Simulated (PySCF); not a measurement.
**Structure from 2D NMR**

Compound of formula C4H9ClO2Si. Correlations simulated from computed shifts and the bond graph:

HSQC (one-bond C–H):
```
  δH    δC
5.30  69.3
1.34  23.6
```

COSY cross peaks (H two or three bonds apart, from the bond graph; peaks can be absent where the dihedral angle is near 90°):
```
  δH    δH
5.30  1.34
```

HMBC (two and three bonds, from the bond graph):
```
  δH           δC
5.30  184.4, 23.6
5.04        184.4
1.34   69.3, 23.6
```

Carbons without hydrogens: δ 184.4.

- PBE0/pcSseg-1 with gauge-including orbitals
- structure optimised with GFN2-xTB
- program: PySCF
- rapidly exchanging positions averaged, one computed conformer, no solvent, non-relativistic Hamiltonian

δ = σ(ref) − σ, references computed at the same level: 1H (σref 31.72) and 13C (σref 186.93) against TMS.

Exchangeable hydrogens are left out of these lists.

Which molecule is this?

## Answers

`CC(C)OC(=O)[SiH2]Cl`.

Atom-mapped SMILES (the numbers label the heavy atoms): `[CH3:1][CH:2]([CH3:3])[O:4][C:5](=[O:6])[SiH2:7][Cl:8]`. Each H is labelled by its parent atom.

- δC 184.4 is C5, a carbonyl carbon.
- δC 69.3 is C2, an sp3 CH bonded to O (δH 5.30).
- δC 23.6 is C1/C3, a methyl carbon (δH 1.34).
- HMBC from δH 5.30 reaches the proton-free carbon C5.
- HMBC from δH 5.04 reaches the proton-free carbon C5.
- COSY links 5.30–1.34.

This is the structure that produced the data.

Shifts are as computed. Against solution values, carbons near 30 ppm lie about +3 ppm off and those near 130 ppm about +5 ppm. Of 1211 compounds with measured shifts, 218 miss one by over three times the rms of a fit or turn the order of signals round; such compounds aren't used in these exercises.
